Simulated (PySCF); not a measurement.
# Polarisability and C₆ of Sc³⁺ (scandium, charge +3)

[Ar], closed-shell 1S. All numbers are calculated (PySCF 2.14, the spin-free X2C one-electron Hamiltonian (Gaussian nucleus), in aug-cc-pwCVTZ-DK (10s9p7d4f3g, 127 functions)). Coupled (time-dependent) response in atomic units; α is the mean over directions.

```
method  mean α (bohr³)  C₆ (like pair)   S(−4)
  MN15           2.098           5.360  0.8630
```

S(−4) is the Cauchy moment in α(ω) = α(0) + S(−4) ω² + …

α(iu) at MN15:

| u (hartree) | α(iu) (bohr³) |
| --- | --- |
| 0 | 2.098 |
| 0.0500 | 2.096 |
| 0.100 | 2.089 |
| 0.200 | 2.064 |
| 0.300 | 2.023 |
| 0.500 | 1.903 |
| 0.750 | 1.708 |
| 1.00 | 1.495 |
| 1.50 | 1.112 |
| 2.00 | 0.8272 |
| 3.00 | 0.4922 |
| 5.00 | 0.2306 |

A single London oscillator, α(iu) = α/(1 + u²/ω²), gives C₆ = (3/4) ω α². Matching the computed C₆ needs ω = 4 × 5.360 / (3 × 2.098²) = 1.62 hartree.

For an ion, C₆ is the dispersion term alone; charge-induced terms of lower order in 1/R come first.
